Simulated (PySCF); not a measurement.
# V3+: what the settings change

The free ion V3+ in its d2 configuration.

Method (PySCF 2.14, density fitting): CASSCF(2,5) with orbitals averaged over all microstates of the shell, strongly contracted NEVPT2 on the averaged canonical orbitals; basis x2c-TZVPall; spin-free X2C; gas phase; spin-orbit coupling by state interaction with the mean-field operator over all roots.

Base run: NEVPT2 ground state 3F, next 1D at 11492, then 3P at 13718 cm⁻¹, B(NEVPT2) 916, ζ 209 cm⁻¹, μeff(300 K) 2.74 μB.

Problem. What happens with the basis def2-TZVP and no scalar relativity?

Solution. NEVPT2 ground state 3F, next 1D at 11546, then 3P at 13762 cm⁻¹, B(NEVPT2) 919, ζ 212 cm⁻¹, μeff(300 K) 2.72 μB.
